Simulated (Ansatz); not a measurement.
Two isomers of C2H5FO2Si: A = `O=C[SiH](O)CF`, B = `O[Si@@H]1C[C@@H](F)O1`.

Computed with Ansatz on PBE0-D4/def2-TZVP structures; ΔE is electronic, products minus reactants. CCSD(T)/CBS adds triple-zeta CCSD(T) − MP2 to the extrapolated MP2 energy (def2 sets, frozen cores). Functionals use def2-TZVPP. B3LYP here is the variant with VWN-RPA as its local correlation; programs differ in this. Each species was taken in one conformer, which may not be the lowest.

A:

```xyz
11

O    -1.713    0.811    1.639
C    -0.650    0.238    1.545
Si   -0.246   -0.573   -0.151
O    -1.565   -0.257   -1.066
C     1.295    0.233   -0.894
F     2.376   -0.042   -0.059
H     0.035    0.214    2.422
H    -0.003   -2.028    0.016
H    -2.235    0.243   -0.584
H     1.520   -0.157   -1.892
H     1.187    1.319   -0.975
```

B:

```xyz
11

O    -1.5147    0.3869    1.7864
Si   -1.0359    0.2451    0.2353
C     0.3267   -0.9429   -0.2449
C     1.0346    0.3504   -0.6778
F     1.1424    0.4182   -2.0433
O     0.1424    1.3448   -0.2306
H    -0.8471    0.4614    2.4703
H    -2.2941    0.2995   -0.5344
H     0.8314   -1.4491    0.5785
H     0.1791   -1.6416   -1.0660
H     2.0352    0.5273   -0.2735
```

Q: Which is lower in electronic energy at CCSD(T)/CBS, and by how much? (An estimate is asked.)

A: The calculation gave: B, by 177.6 kJ/mol.

Q: Give E(B) − E(A) in kJ/mol with CCSD/def2-TZVPP, HF/def2-TZVPP, B2PLYP, B3LYP-D4, r2SCAN-D4, PBE0-D4, CCSD(T)/def2-TZVPP. (Best estimate.)

A: The calculation gave: CCSD/def2-TZVPP -177.2, HF/def2-TZVPP -164.2, B2PLYP -167.7, B3LYP-D4 -158.6, r2SCAN-D4 -180.9, PBE0-D4 -182.8, CCSD(T)/def2-TZVPP -176.2. None reverses the order clearly.

Largest T1 diagnostic: 0.014.

In def2-TZVPP, CCSD(T) changes the Hartree–Fock value by −12.0 kJ/mol (the triples alone add +1.0 kJ/mol) and MP2 by −25.4 kJ/mol. From PBE to PBE0 (25 % exact exchange), in def2-TZVPP and without D4, E(B) − E(A) moves by −17.2 kJ/mol.
